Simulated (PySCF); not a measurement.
**Correlation energy of B (boron, neutral)**

[He] 2s2 3s1, 2S determinant (an excited configuration). All numbers are calculated (PySCF 2.14, no relativity, point nucleus, in aug-cc-pwCVQZ). Frozen: nothing; 5 electrons correlated.

MP2 pair energies summed by pair of shells (mhartree):

```json
{"pair": "2s-2s", "energy": "-37.96", "share (%)": "42.3"}
{"pair": "1s-1s", "energy": "-37.89", "share (%)": "42.3"}
{"pair": "1s-2s", "energy": "-7.38", "share (%)": "8.2"}
{"pair": "2s-3s", "energy": "-6.15", "share (%)": "6.9"}
{"pair": "1s-3s", "energy": "-0.26", "share (%)": "0.3"}
```

Total MP2 correlation energy: -89.64 mhartree.

Same-spin part -4.08 and opposite-spin part -85.56 mhartree; SCS-MP2 scales them by 1/3 and 6/5 to -104.03 mhartree.
